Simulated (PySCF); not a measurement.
# Radial density of Fe (iron, neutral)

UHF, [Ar] 3d6 4s1 4p1, one real determinant (an excited configuration). All numbers are calculated (PySCF 2.14, scalar relativity by spin-free X2C-1e, in aug-cc-pVDZ-DK (7s6p4d2f, 59 functions)).

```json
{"r (bohr)": "0.00104", "4πr²ρ (e/bohr)": "0.2283", "4πr²(ρα − ρβ)": "0.0001"}
{"r (bohr)": "0.00175", "4πr²ρ (e/bohr)": "0.5759", "4πr²(ρα − ρβ)": "0.0002"}
{"r (bohr)": "0.00294", "4πr²ρ (e/bohr)": "1.422", "4πr²(ρα − ρβ)": "0.0005"}
{"r (bohr)": "0.00494", "4πr²ρ (e/bohr)": "3.388", "4πr²(ρα − ρβ)": "0.0012"}
{"r (bohr)": "0.00830", "4πr²ρ (e/bohr)": "7.593", "4πr²(ρα − ρβ)": "0.0026"}
{"r (bohr)": "0.0140", "4πr²ρ (e/bohr)": "15.28", "4πr²(ρα − ρβ)": "0.0052"}
{"r (bohr)": "0.0235", "4πr²ρ (e/bohr)": "25.51", "4πr²(ρα − ρβ)": "0.0082"}
{"r (bohr)": "0.0395", "4πr²ρ (e/bohr)": "31.41", "4πr²(ρα − ρβ)": "0.0088"}
{"r (bohr)": "0.0665", "4πr²ρ (e/bohr)": "26.62", "4πr²(ρα − ρβ)": "0.0100"}
{"r (bohr)": "0.112", "4πr²ρ (e/bohr)": "26.18", "4πr²(ρα − ρβ)": "0.0566"}
{"r (bohr)": "0.188", "4πr²ρ (e/bohr)": "35.00", "4πr²(ρα − ρβ)": "0.2978"}
{"r (bohr)": "0.316", "4πr²ρ (e/bohr)": "19.85", "4πr²(ρα − ρβ)": "1.2758"}
{"r (bohr)": "0.532", "4πr²ρ (e/bohr)": "14.35", "4πr²(ρα − ρβ)": "3.2869"}
{"r (bohr)": "0.895", "4πr²ρ (e/bohr)": "14.13", "4πr²(ρα − ρβ)": "3.3631"}
{"r (bohr)": "1.51", "4πr²ρ (e/bohr)": "3.719", "4πr²(ρα − ρβ)": "1.5446"}
{"r (bohr)": "2.53", "4πr²ρ (e/bohr)": "0.9941", "4πr²(ρα − ρβ)": "0.8367"}
{"r (bohr)": "4.26", "4πr²ρ (e/bohr)": "0.3760", "4πr²(ρα − ρβ)": "0.3704"}
{"r (bohr)": "7.16", "4πr²ρ (e/bohr)": "0.03818", "4πr²(ρα − ρβ)": "0.0381"}
{"r (bohr)": "12.0", "4πr²ρ (e/bohr)": "0.0002974", "4πr²(ρα − ρβ)": "0.0003"}
```

Densities and radii are taken from the X2C orbitals without a picture-change correction, which distorts them close to the nucleus.

⟨L²⟩ = 8.06 against 12 for a pure F term, so this real determinant mixes terms.
